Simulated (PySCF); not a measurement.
## How methods differ on the ionisation energy of Ga⁺

Ga⁺ [Ar] 3d10 4s2 (1S) → Ga²⁺ [Ar] 3d10 4s1 (2S), as a difference of total energies. Computed with PySCF 2.14 in x2c-QZVPPall (11s7p5d4f1g, 94 functions), with the spin-free X2C one-electron Hamiltonian (Gaussian nucleus). Correlated levels: valence and next inner shell: [Ne] frozen. The calculations carry no spin-orbit coupling.

```
                                method  ionisation energy (eV)  error (eV)
                                   UHF                  18.750      -1.765
    MP2 (valence and next inner shell)                  20.372      -0.143
SCS-MP2 (valence and next inner shell)                  20.360      -0.155
   CCSD (valence and next inner shell)                  20.304      -0.211
CCSD(T) (valence and next inner shell)                  20.426      -0.089
```

Reference: 20.515 eV (measured; NIST Atomic Spectra Database, ionization energies).

Errors of the correlated levels include the incompleteness of this basis and the frozen core.
